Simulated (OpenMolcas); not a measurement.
**Zn: CASPT2 settings compared**

* Program: OpenMolcas
* Basis: ANO-RCC-VDZ [5s4p2d]
* Scalar Hamiltonian: DKH4, point nucleus
* Active space: 2 electrons in 4 orbitals (4s 4p)
* State averaging: 2S+1 = 1 even, 1 root; 2S+1 = 3 odd, 3 roots
* Spin-orbit coupling: state interaction with AMFI integrals over the reference wave functions, term energies averaged over their components

Methods on the same reference wave functions:
A. CASSCF
B. SS-CASPT2, IPEA 0.75 Eh, imaginary shift 0.3 Eh (closed shells correlated: 3d)
C. SS-CASPT2, IPEA 0.4 Eh, no level shift (closed shells correlated: 3d)
D. XMS-CASPT2, IPEA 0.6 Eh, sigma2 regulariser 0.25 Eh (closed shells correlated: 3d)

Energies in cm-1 above 4s2 1S0, the measured ground level; measured values from NIST Handbook of Basic Atomic Spectroscopic Data.

```json
{"Level": "4s2 1S0", "A": "0.0", "B": "0.0", "C": "0.0", "D": "0.0", "Measured": "0.0"}
{"Level": "4s 4p 3P* 0", "A": "28660", "B": "29759", "C": "29736", "D": "29665", "Measured": "32311"}
{"Level": "4s 4p 3P* 1", "A": "28817", "B": "29916", "C": "29893", "D": "29822", "Measured": "32501"}
{"Level": "4s 4p 3P* 2", "A": "29130", "B": "30229", "C": "30206", "D": "30135", "Measured": "32890"}
```

Deviations, from unrounded energies. A percentage is the sum of absolute deviations over the sum of measured energies, with the sign that they share, or ± where signs differ.

```tsv
Against measurement	Levels	A	B	C	D
mean absolute deviation (cm-1)	3	3700	2600	2600	2700
other configurations (%)	3	-11.4	-8.0	-8.1	-8.3
```

B, C, D lie about equally close to measurement and A furthest from it. The largest miss of B in the table is 4s 4p 3P* 2, by -2700 cm-1. The ranking rests on the paired levels alone, and a cruder setting can come out closer through cancelling errors.

Among B to D the level of the table that moves most is 4s 4p 3P* 0, by 94 cm-1 (lowest in D, highest in B).

The lowest spin-free term lies below A's lowest term by 0.248 hartree in B, 0.248 hartree in C, 0.248 hartree in D.

Without dynamic correlation excited terms often stand tens of per cent too high (terms of higher spin than the ground term too low), and those without a measured partner can miss by more than the paired ones (holds for A). Computed and measured levels are paired by configuration, term and J; levels that our copy of the source lacks, or whose pairing is in doubt (as where it misses far off the trend of its configuration), stay unpaired and out of the deviations. Only configurations of the active space appear.

* marks odd parity.
